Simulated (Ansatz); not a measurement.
Basis-set extrapolation for F2H6N2OSi2 (`N[Si@H](F)O[Si@H](N)F`) (PBE0-D4/def2-TZVP geometry, frozen core, Ansatz). Multiplicity 1, RHF reference.

```json
{"": "HF", "def2-TZVPP": "-964.542104", "def2-QZVPP": "-964.580968"}
{"": "MP2 correlation", "def2-TZVPP": "-1.390488", "def2-QZVPP": "-1.509396"}
{"": "CCSD(T) correlation", "def2-TZVPP": "-1.469588", "def2-QZVPP": "not run"}
```

Energies in hartree. Use E(X) = E(∞) + A·exp(−7.88·√X) for Hartree–Fock and E(X) = E(∞) + B·X^(−2.97) for correlation, with X = 3 and 4, and add CCSD(T) minus MP2 of the smaller set to the MP2 limit.

Q: What is the CCSD(T) energy at the basis-set limit?

A: HF limit: -964.580968 + (-0.038864) × 0.13774 = -964.58632. MP2 limit: -1.509396 + (-0.118908) × 0.74074 = -1.59748. Higher-order term: -1.469588 − (-1.390488) = -0.07910. Total: -966.26290 hartree, 659.5 kJ/mol below CCSD(T)/def2-TZVPP.
